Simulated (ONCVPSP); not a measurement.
## Potentials for S (Z = 16) compared

Generated with ld1.x 7.5 (TM, RRKJ, ultrasoft, PAW), atompaw 4.2 or ONCVPSP 4.0.1. The cutoff is in Ry: for ld1.x and atompaw files where the sum of valence levels is converged to 10 mRy in a Bessel basis, for ONCV files where the hardest occupied wave has 1 mHa per electron of residual kinetic energy. The error is the largest all-electron minus pseudo excitation energy over each file’s own four to seven test configurations (ionisations up to +4, promotions, holes and added fractions of an electron), all of which were solved. The labels leave out finer settings (local radius, basis sizes, second energies), which also bear on the numbers. Spin-polarised tests are not counted. The rows are a selection from randomly drawn settings: files with unsolved tests, undetermined cutoffs or missed reference levels are left out.

A true bound ghost makes a file unfit for plane-wave use even where its test errors are small: the radial tests pick states by their node count and pass the ghost by.

| potential | cutoff (Ry) | largest error (meV) | bound ghosts |
| --- | --- | --- | --- |
| ONCV, PBE, scalar-relativistic, rc 1.25/1.50 (sp), local smoothed, core correction yes, reference 3s2 3p3, qcut 5.8/6.4, projectors 2/2 | 26 | +24 | s |
| ONCV, PW91, scalar-relativistic, rc 0.75/0.80/0.85 (spd), local smoothed, core correction yes, reference 2s2 2p6 3s2 3p4, qcut 17.5/16.9/9.4, projectors 2/2/2 | 244 | +11 | none |
| ONCV, PBEsol, scalar-relativistic, rc 1.50/1.55/1.60 (spd), local smoothed, core correction yes, reference 3s2 3p4, qcut 4.6/4.9/5.8, projectors 2/2/1 | 24 | +54 | none |
| ONCV, PBE, scalar-relativistic, rc 1.20/1.00/1.00 (spd), local p, core correction yes, reference 3s2 3p4, qcut 4.4/9.6/9.4, projectors 2/0/2 | 160 | +16 | none |
| ONCV, LDA (Perdew-Wang 92), scalar-relativistic, rc 0.80/0.90/0.75 (spd), local smoothed, core correction yes, reference 2s2 2p6 3s2 3p3, qcut 18.3/18.4/11.6, projectors 3/2/1 | 240 | +5.5 | none |

Question: Fill in the row for S: ONCV, PBEsol, scalar-relativistic, rc 0.75/0.85/0.75 (spd), local smoothed, core correction yes, reference 2s2 2p6 3s2 3p4, qcut 15.3/13.8/14.4, projectors 2/2/1.

Answer: cutoff 176 Ry, largest error +11 meV, bound ghosts: none.

Question: Fill in the row for S: ONCV, PBEsol, scalar-relativistic, rc 1.20/1.20 (sp), local s, core correction yes, reference 3s2 3p4, qcut 5.4/7.8, projectors 0/2.

Answer: cutoff 26 Ry, largest error +22 meV, bound ghosts: none.

Question: Fill in the row for S: ONCV, PBEsol, scalar-relativistic, rc 1.55/1.70 (sp), local smoothed, core correction yes, reference 3s2 3p4, qcut 3.9/4.4, projectors 1/2.

Answer: cutoff 58 Ry, largest error +102 meV, bound ghosts: none.
